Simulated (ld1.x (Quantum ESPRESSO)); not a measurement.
**hafnium (Hf): RRKJ pseudisation with PBE, scalar-relativistic reference atom.**

The input file (ld1.x (Quantum ESPRESSO) 7.5):

```
&input
   title='Hf', zed=72., rel=1, dft='PBE', iswitch=3,
   config='[Xe] 4f14 5d1 6s0 6p0',
   nld=3, rlderiv=2.00, eminld=-9.0, emaxld=5.0, deld=0.04
 /
 &inputp
   pseudotype=2, tm=.false., rho0=0.01, lloc=-2, rcloc=1.15,
   nlcc=.true., new_core_ps=.true.,
   file_pseudopw='Hf.UPF', file_wfcaegen='ae.wfc', file_wfcncgen='nc.wfc', file_beta='beta', file_chi='chi'
 /
3
5S  1  0   2.00   0.00  1.25  1.25  0.0
5P  2  1   6.00   0.00  1.65  1.65  0.0
5D  3  2   1.00   0.00  1.85  1.85  0.0
 &test
   configts(1)='5s2 5p6 5d1 6s0 6p0'
 /
```

Command:

```bash
ld1.x < Hf.in > Hf.out
```

Output (shortened: banner, matrices, multipoles, cross overlaps and the repeated all-electron block are left out):

```
Program LD1 v.7.5
     --------------------------- All-electron run ----------------------------

     Hf
     scalar relativistic calculation

     atomic number is 72.00
     dft =PBE   lsd =0 sic =0 latt =0  beta=0.20 tr2=1.0E-14
     Exchange-correlation= PBE
                           (   1   4   3   4   0   0   0)
     mesh =1271 r(mesh) =  99.31870 a.u. xmin = -7.00 dx = 0.01250
     1 Ry =  13.60569312 eV, c = 137.03599908

     n l     nl                  e(Ry)          e(Ha)          e(eV)
     1 0     1S 1( 2.00)     -4800.6315     -2400.3158    -65315.9192
     2 0     2S 1( 2.00)      -822.6619      -411.3309    -11192.8850
     2 1     2P 1( 6.00)      -722.5326      -361.2663     -9830.5564
     3 0     3S 1( 2.00)      -188.9944       -94.4972     -2571.4002
     3 1     3P 1( 6.00)      -159.0862       -79.5431     -2164.4777
     4 0     4S 1( 2.00)       -39.6803       -19.8401      -539.8778
     4 1     4P 1( 6.00)       -29.8711       -14.9356      -406.4174
     3 2     3D 1(10.00)      -123.7117       -61.8559     -1683.1839
     5 0     5S 1( 2.00)        -6.9285        -3.4642       -94.2665
     5 1     5P 1( 6.00)        -4.5944        -2.2972       -62.5102
     4 2     4D 1(10.00)       -17.2002        -8.6001      -234.0210
     4 3     4F 1(14.00)        -3.2449        -1.6225       -44.1498
     5 2     5D 1( 1.00)        -1.9937        -0.9969       -27.1263
     6 0     6S 1( 0.00)        -1.9080        -0.9540       -25.9592
     6 1     6P 1( 0.00)        -1.4186        -0.7093       -19.3009

     final scf error:  7.3E-15 reached in  32 iterations

     Etot =  -30153.212710 Ry,  -15076.606355 Ha, -410255.358809 eV

     Ekin =   33043.441131 Ry,   16521.720566 Ha,  449578.919763 eV
     Encl =  -74254.402047 Ry,  -37127.201024 Ha,-1010282.607287 eV
     Eh   =   11671.513936 Ry,    5835.756968 Ha,  158799.036890 eV
     Exc  =    -613.765730 Ry,    -306.882865 Ha,   -8350.708174 eV

     normalization and overlap integrals

     s(1S/1S) =  1.000000  <r> =   0.0190  <r2> =    0.0005  r(max) =   0.0120
     s(2S/2S) =  1.000000  <r> =   0.0804  <r2> =    0.0076  r(max) =   0.0679
     s(2P/2P) =  1.000000  <r> =   0.0717  <r2> =    0.0063  r(max) =   0.0556
     s(3S/3S) =  1.000000  <r> =   0.2086  <r2> =    0.0498  r(max) =   0.1917
     s(3P/3P) =  1.000000  <r> =   0.2085  <r2> =    0.0504  r(max) =   0.1893
     s(4S/4S) =  1.000000  <r> =   0.4682  <r2> =    0.2475  r(max) =   0.4375
     s(4P/4P) =  1.000000  <r> =   0.4977  <r2> =    0.2818  r(max) =   0.4599
     s(3D/3D) =  1.000000  <r> =   0.1890  <r2> =    0.0419  r(max) =   0.1550
     s(5S/5S) =  1.000000  <r> =   1.1302  <r2> =    1.4354  r(max) =   1.0109
     s(5P/5P) =  1.000000  <r> =   1.3226  <r2> =    1.9803  r(max) =   1.1599
     s(4D/4D) =  1.000000  <r> =   0.5352  <r2> =    0.3324  r(max) =   0.4716
     s(4F/4F) =  1.000000  <r> =   0.6733  <r2> =    0.5835  r(max) =   0.4542
     s(5D/5D) =  1.000000  <r> =   1.9389  <r2> =    4.3559  r(max) =   1.5657
     s(6S/6S) =  1.000000  <r> =   2.7810  <r2> =    8.6163  r(max) =   2.5493
     s(6P/6P) =  1.000000  <r> =   3.3459  <r2> =   12.4797  r(max) =   3.0751

     ------------------------ End of All-electron run ------------------------

     --------------------- Generating NC pseudopotential ---------------------

      Generating local potential from pseudized AE potential:
      Matching radius rcloc =   1.1500
      Enforcing V''(0)=0 (lloc=-2)

      Local pseudo, rcloc= 1.160 Estimated cut-off energy=    23.39 Ry

      Computing core charge for nlcc:

       r > 0.91 : true rho core
      Core charge pseudized with two Bessel functions
      Integrated core pseudo-charge :  26.60

      Wfc   5S  rcut= 1.250  Estimated cut-off energy=       31.34 Ry
      Using 4 Bessel functions for this wfc, rho(0) = 0.010
      This function has    0 nodes for 0 < r <    1.250

      Wfc   5P  rcut= 1.646  Estimated cut-off energy=       66.59 Ry
      This function has    0 nodes for 0 < r <    1.646

      Wfc   5D  rcut= 1.865  Estimated cut-off energy=       66.65 Ry
      This function has    0 nodes for 0 < r <    1.865

     ------------------- End of pseudopotential generation -------------------

     Computing logarithmic derivative in   1.99791
     Computing logarithmic derivative in   1.99791
     Computing the partial wave expansion
     R is outside the sphere for l=    0 j= 0.00
     R is outside the sphere for l=    1 j= 0.00
     R is outside the sphere for l=    2 j= 0.00

     ---------------------- Testing the pseudopotential ----------------------

     Hf
     scalar relativistic calculation

     atomic number is 72.00   valence charge is 12.00
     dft =PBE   lsd =0 sic =0 latt =0  beta=0.20 tr2=1.0E-14
     mesh =1271 r(mesh) =  99.31870 xmin = -7.00 dx = 0.01250

     n l     nl             e AE (Ry)        e PS (Ry)    De AE-PS (Ry)
     1 0     5S   1( 2.00)       -6.92846       -6.92848        0.00002
     2 1     5P   1( 6.00)       -4.59441       -4.59442        0.00000
     3 2     5D   1( 1.00)       -1.99375       -1.99375        0.00000
     2 0     6S   1( 0.00)       -1.90796       -1.92221        0.01424  !
     3 1     6P   1( 0.00)       -1.41859       -1.42539        0.00681  !

     eps = 3.3E-15  iter =  3

     Etot =  -30153.212710 Ry,  -15076.606355 Ha, -410255.358809 eV
     Etotps =  -183.990797 Ry,     -91.995398 Ha,   -2503.322320 eV

     Ekin =      27.896260 Ry,      13.948130 Ha,     379.547955 eV
     Encl =    -177.310671 Ry,     -88.655336 Ha,   -2412.434577 eV
     Ehrt =      54.115789 Ry,      27.057894 Ha,     736.282816 eV
     Ecxc =    -103.126429 Ry,     -51.563214 Ha,   -1403.106541 eV
     (Ecc =     -88.259816 Ry,     -44.129908 Ha,   -1200.835975 eV)
     Epseu=      14.434254 Ry,       7.217127 Ha,     196.388028 eV

     ---------------------- End of pseudopotential test ----------------------
```

Generation and configuration tests took about 3.3 s on one core of a shared server CPU.

Transferability test of the new file with ld1.x, input:

```
&input
   title='Hf', zed=72., rel=1, dft='PBE', iswitch=2,
   config='[Xe] 4f14 5d1 6s0 6p0'
 /
 &test
   file_pseudo='Hf.UPF', nconf=8,
   configts(1)='5s2 5p6 5d1 6s0 6p0',
   configts(2)='5s2 5p6 5d2 6s2 6p0',
   configts(3)='5s2 5p6 5d2 6s1 6p0',
   configts(4)='5s2 5p6 5d2 6s0 6p0',
   configts(5)='5s2 5p6 5d2 6s0 6p2',
   configts(6)='5s2 5p6 5d1 6s2 6p1',
   configts(7)='5s2 5p6 5d3 6s1 6p0',
   configts(8)='5s2 5p6 5d2 6s1 6p1'
 /
```

```bash
ld1.x < Hf.test.in > Hf.test.out
```

Pseudopotential blocks of its output, shortened (energy terms left out):

```
     ---------------------- Testing the pseudopotential ----------------------

     n l     nl             e AE (Ry)        e PS (Ry)    De AE-PS (Ry)
     1 0     5S   1( 2.00)       -6.92846       -6.92848        0.00002
     2 1     5P   1( 6.00)       -4.59441       -4.59442        0.00000
     3 2     5D   1( 1.00)       -1.99375       -1.99375        0.00000
     2 0     6S   1( 0.00)       -1.90796       -1.92221        0.01424  !
     3 1     6P   1( 0.00)       -1.41859       -1.42539        0.00681  !

     eps = 3.0E-16  iter = 12

     Etot =  -30153.212710 Ry,  -15076.606355 Ha, -410255.358809 eV
     Etotps =  -183.990796 Ry,     -91.995398 Ha,   -2503.322304 eV

     ---------------------- End of pseudopotential test ----------------------

          ---------------------- Testing the pseudopotential ----------------------

     n l     nl             e AE (Ry)        e PS (Ry)    De AE-PS (Ry)
     1 0     5S   1( 2.00)       -4.92555       -4.90419       -0.02136  !
     2 1     5P   1( 6.00)       -2.61460       -2.59798       -0.01662  !
     3 2     5D   1( 2.00)       -0.19761       -0.19167       -0.00594  !
     2 0     6S   1( 2.00)       -0.37544       -0.37880        0.00336
     3 1     6P   1( 0.00)       -0.10262       -0.10265        0.00003

     eps = 8.5E-15  iter = 18

     Etot =  -30156.442974 Ry,  -15078.221487 Ha, -410299.308785 eV
     Etotps =  -187.230232 Ry,     -93.615116 Ha,   -2547.397078 eV
     dEtot_ae =      -3.230264 Ry
     dEtot_ps =      -3.239436 Ry,   Delta E=       0.009173 Ry

     ---------------------- End of pseudopotential test ----------------------

          ---------------------- Testing the pseudopotential ----------------------

     n l     nl             e AE (Ry)        e PS (Ry)    De AE-PS (Ry)
     1 0     5S   1( 2.00)       -5.43473       -5.41592       -0.01881  !
     2 1     5P   1( 6.00)       -3.12470       -3.11003       -0.01467  !
     3 2     5D   1( 2.00)       -0.67663       -0.67070       -0.00593  !
     2 0     6S   1( 1.00)       -0.80664       -0.81164        0.00500
     3 1     6P   1( 0.00)       -0.46737       -0.46809        0.00072

     eps = 5.3E-15  iter = 40

     Etot =  -30155.856735 Ry,  -15077.928367 Ha, -410291.332597 eV
     Etotps =  -186.639729 Ry,     -93.319865 Ha,   -2539.362884 eV
     dEtot_ae =      -2.644025 Ry
     dEtot_ps =      -2.648934 Ry,   Delta E=       0.004909 Ry

     ---------------------- End of pseudopotential test ----------------------

          ---------------------- Testing the pseudopotential ----------------------

     n l     nl             e AE (Ry)        e PS (Ry)    De AE-PS (Ry)
     1 0     5S   1( 2.00)       -6.03295       -6.02141       -0.01155  !
     2 1     5P   1( 6.00)       -3.72086       -3.71198       -0.00888  !
     3 2     5D   1( 2.00)       -1.22774       -1.22406       -0.00368
     2 0     6S   1( 0.00)       -1.28626       -1.29480        0.00854  !
     3 1     6P   1( 0.00)       -0.88327       -0.88625        0.00298

     eps = 7.0E-15  iter = 21

     Etot =  -30154.814546 Ry,  -15077.407273 Ha, -410277.152887 eV
     Etotps =  -185.590620 Ry,     -92.795310 Ha,   -2525.089023 eV
     dEtot_ae =      -1.601835 Ry
     dEtot_ps =      -1.599824 Ry,   Delta E=      -0.002011 Ry

     ---------------------- End of pseudopotential test ----------------------

          ---------------------- Testing the pseudopotential ----------------------

     n l     nl             e AE (Ry)        e PS (Ry)    De AE-PS (Ry)
     1 0     5S   1( 2.00)       -5.13478       -5.11846       -0.01632  !
     2 1     5P   1( 6.00)       -2.82261       -2.80988       -0.01274  !
     3 2     5D   1( 2.00)       -0.36405       -0.35889       -0.00516  !
     2 0     6S   1( 0.00)       -0.49686       -0.50174        0.00488
     3 1     6P   1( 2.00)       -0.19323       -0.19369        0.00046

     eps = 9.9E-15  iter = 26

     Etot =  -30155.865133 Ry,  -15077.932567 Ha, -410291.446864 eV
     Etotps =  -186.644498 Ry,     -93.322249 Ha,   -2539.427764 eV
     dEtot_ae =      -2.652423 Ry
     dEtot_ps =      -2.653702 Ry,   Delta E=       0.001279 Ry

     ---------------------- End of pseudopotential test ----------------------

          ---------------------- Testing the pseudopotential ----------------------

     n l     nl             e AE (Ry)        e PS (Ry)    De AE-PS (Ry)
     1 0     5S   1( 2.00)       -5.17840       -5.15591       -0.02249  !
     2 1     5P   1( 6.00)       -2.85514       -2.83687       -0.01827  !
     3 2     5D   1( 1.00)       -0.36520       -0.35662       -0.00858  !
     2 0     6S   1( 2.00)       -0.48190       -0.48482        0.00292
     3 1     6P   1( 1.00)       -0.16809       -0.16742       -0.00067

     eps = 2.6E-15  iter = 16

     Etot =  -30156.298773 Ry,  -15078.149386 Ha, -410297.346824 eV
     Etotps =  -187.093251 Ry,     -93.546625 Ha,   -2545.533356 eV
     dEtot_ae =      -3.086062 Ry
     dEtot_ps =      -3.102455 Ry,   Delta E=       0.016393 Ry

     ---------------------- End of pseudopotential test ----------------------

          ---------------------- Testing the pseudopotential ----------------------

     n l     nl             e AE (Ry)        e PS (Ry)    De AE-PS (Ry)
     1 0     5S   1( 2.00)       -4.82357       -4.80674       -0.01684  !
     2 1     5P   1( 6.00)       -2.52082       -2.50857       -0.01225  !
     3 2     5D   1( 3.00)       -0.14602       -0.14345       -0.00257
     2 0     6S   1( 1.00)       -0.34816       -0.35332        0.00516  !
     3 1     6P   1( 0.00)       -0.09394       -0.09519        0.00125

     eps = 4.3E-15  iter = 20

     Etot =  -30156.252406 Ry,  -15078.126203 Ha, -410296.715970 eV
     Etotps =  -187.030903 Ry,     -93.515452 Ha,   -2544.685076 eV
     dEtot_ae =      -3.039695 Ry
     dEtot_ps =      -3.040108 Ry,   Delta E=       0.000412 Ry

     ---------------------- End of pseudopotential test ----------------------

          ---------------------- Testing the pseudopotential ----------------------

     n l     nl             e AE (Ry)        e PS (Ry)    De AE-PS (Ry)
     1 0     5S   1( 2.00)       -5.03374       -5.01464       -0.01910  !
     2 1     5P   1( 6.00)       -2.72246       -2.70757       -0.01488  !
     3 2     5D   1( 2.00)       -0.28503       -0.27935       -0.00568  !
     2 0     6S   1( 1.00)       -0.44109       -0.44517        0.00408
     3 1     6P   1( 1.00)       -0.15157       -0.15179        0.00022

     eps = 3.9E-15  iter = 29

     Etot =  -30156.161789 Ry,  -15078.080895 Ha, -410295.483069 eV
     Etotps =  -186.945367 Ry,     -93.472683 Ha,   -2543.521289 eV
     dEtot_ae =      -2.949079 Ry
     dEtot_ps =      -2.954571 Ry,   Delta E=       0.005492 Ry

     ---------------------- End of pseudopotential test ----------------------
```
